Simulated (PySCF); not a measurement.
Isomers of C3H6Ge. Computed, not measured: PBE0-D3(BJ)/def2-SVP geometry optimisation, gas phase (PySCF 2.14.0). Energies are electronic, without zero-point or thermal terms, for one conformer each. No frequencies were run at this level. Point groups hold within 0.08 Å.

Question: Order them by energy at this level, lowest first, and give relative energies in kcal/mol.
A. `C#[C][GeH2][CH3]`
B. `C#C[CH2][GeH3]`
C. `CC#[C][GeH3]`

Answer: C (0.0), A (2.0), B (8.3).

Neighbours under 2.5 kcal/mol apart (CC#[C][GeH3] and C#[C][GeH2][CH3]) can change places with a better method, another conformer or zero-point energy.

| SMILES | E (Eh) | E rel (kcal/mol) | dipole (D) | point group | A, B, C (MHz) |
| --- | --- | --- | --- | --- | --- |
| CC#[C][GeH3] | -2194.11195 | 0.0 | 1.15 | C3v | 52896, 1456, 1456 |
| C#[C][GeH2][CH3] | -2194.10873 | 2.0 | 0.80 | Cs | 10649, 2900, 2382 |
| C#C[CH2][GeH3] | -2194.09870 | 8.3 | 0.65 | Cs | 16253, 2117, 1942 |

Q: As an exercise, what shares would exp(−E/RT) give at 2000 K from these electronic energies alone (no entropy, no degeneracies)?

A: RT = 3.974 kcal/mol: CC#[C][GeH3] 58.0 %, C#[C][GeH2][CH3] 34.9 %, C#C[CH2][GeH3] 7.2 %.
